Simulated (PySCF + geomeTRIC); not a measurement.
Species: CH$_{4}$O$_{4}$, SMILES `OC(O)(O)O` (charge 0, multiplicity 1).

**Question.** Give a relaxed geometry from PBE0-D4/def2-TZVP run with PySCF + geomeTRIC.

**Answer.** This is not unique; one that fits is the end point of this relaxation, one of several conformers (outside a Z-matrix the atoms follow the SMILES, hydrogens last).
Bond lengths (Å): O1–C2 1.382, O1–H6 0.963, C2–O3 1.382, C2–O4 1.382, C2–O5 1.382, O3–H7 0.963, O4–H8 0.963, O5–H9 0.963. Angles (°): C2–O1–H6 107.2, O1–C2–O3 107.3, O1–C2–O4 107.3, O1–C2–O5 113.9, O3–C2–O4 113.9, O3–C2–O5 107.3, O4–C2–O5 107.3, C2–O3–H7 107.2, C2–O4–H8 107.2, C2–O5–H9 107.2.
